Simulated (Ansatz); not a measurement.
Basis-set extrapolation for C$_{2}$H$_{6}$OSi, SMILES `CC[Si]O` (PBE0-D4/def2-TZVP geometry, frozen core, the Gaussian-basis code of Ansatz). Multiplicity 1, RHF reference.

|  | def2-TZVPP | def2-QZVPP |
| --- | --- | --- |
| HF | -443.102485 | -443.118859 |
| MP2 correlation | -0.698995 | -0.748783 |
| CCSD(T) correlation | -0.766688 | not run |

Energies in hartree. Use E(X) = E(∞) + A·exp(−7.88·√X) for Hartree–Fock and E(X) = E(∞) + B·X^(−2.97) for correlation, with X = 3 and 4, and add CCSD(T) minus MP2 of the smaller set to the MP2 limit.

Q: What is the CCSD(T) energy at the basis-set limit?

A: HF limit: -443.118859 + (-0.016374) × 0.13774 = -443.12111. MP2 limit: -0.748783 + (-0.049788) × 0.74074 = -0.78566. Higher-order term: -0.766688 − (-0.698995) = -0.06769. Total: -443.97446 hartree, 276.4 kJ/mol below CCSD(T)/def2-TZVPP.
